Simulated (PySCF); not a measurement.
Correlation energy of K³⁺ (potassium, charge +3)

[Ne] 3s2 3p4, high-spin 3P determinant. All numbers are calculated (PySCF 2.14, no relativity, point nucleus, in pcseg-2 (6s4p3d, 33 functions)). Frozen: [Ne] 3s2; 4 electrons correlated.

Total MP2 correlation energy: -46.90 mhartree.

Same-spin part -18.96 and opposite-spin part -27.94 mhartree; SCS-MP2 scales them by 1/3 and 6/5 to -39.84 mhartree.

| level | correlation energy (mhartree) |
| --- | --- |
| CCSD | -60.51 |
| (T) | -0.08 |
| CCSD(T) | -60.59 |

Diagnostics: T1 = 0.0016, D1 = 0.0032, largest double amplitude 0.047.

Cost of the coupled-cluster step: 0.24 s of wall time on 1 thread of Neoverse-V1 (shared host), for 4 correlated electrons.
